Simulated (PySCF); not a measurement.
C4H7FO, SMILES [C@H]1(F)C[C@@H]1CO. Atoms are numbered in the order given.

```xyz
13

O      2.4185     0.6014     0.2053
C      1.4359    -0.1344    -0.5027
C      0.1317    -0.2883     0.2526
C     -0.7400     0.9303     0.5282
C     -1.1918    -0.1201    -0.4383
F     -2.2254    -0.9430    -0.0718
H      2.5632     0.1439     1.0538
H      1.8048    -1.1445    -0.8111
H      1.2548     0.4337    -1.4403
H      0.1248    -1.0548     1.0482
H     -0.4085     1.9065     0.1398
H     -1.2639     0.9653     1.4955
H     -1.2097     0.1009    -1.5211
```
Charge 0, spin multiplicity 1.

Geometry: PBE-D3(BJ)/def2-SVP. Other conformers were not sampled.

All values below come from PySCF 2.14.0 with PBE-D3(BJ)/def2-SVP.

Harmonic, unscaled wavenumbers; measured fundamentals usually lie a few per cent lower.

```tsv
mode	ν (cm⁻¹)	IR (km/mol)	moving atoms (share of kinetic energy)
1	71	2.8	C 32 %, O 31 %, H 26 %, F 11 %
2	166	3.5	C 40 %, O 25 %, F 19 %, H 17 %
3	256	59.1	H 55 %, C 27 %, F 14 %
4	332	64.2	H 65 %, C 26 %
5	349	3.4	C 32 %, O 29 %, F 24 %, H 15 %
6	410	4.3	C 37 %, F 31 %, H 31 %
7	510	17.2	H 42 %, C 38 %, O 15 %
8	777	11.2	H 45 %, C 45 %, F 10 %
9	838	11.1	H 75 %, C 23 %
10	863	3.8	H 49 %, C 45 %
11	934	19.2	C 53 %, H 41 %
12	963	45.6	C 49 %, H 44 %
13	993	4.5	H 61 %, C 39 %
14	1039	71.5	H 62 %, C 27 %, O 11 %
15	1055	28.4	C 52 %, H 37 %, O 10 %
16	1061	23.6	H 56 %, C 33 %, O 9 %
17	1100	15.9	H 51 %, C 38 %, O 10 %
18	1156	28.0	C 53 %, H 30 %, F 16 %
19	1193	37.6	H 68 %, C 28 %
20	1204	15.4	H 64 %, C 35 %
21	1284	14.0	H 79 %, C 20 %
22	1325	5.4	H 76 %, C 19 %
23	1354	2.8	H 83 %, C 16 %
24	1378	46.8	H 78 %, C 19 %
25	1426	4.5	H 87 %, C 13 %
26	1446	60.4	C 60 %, H 39 %
27	2901	75.3	H 94 %
28	3002	20.5	H 91 %, C 9 %
29	3065	6.4	H 94 %
30	3070	4.8	H 92 %
31	3072	17.6	H 92 %
32	3167	1.2	H 89 %, C 11 %
33	3702	19.7	H 94 %
```
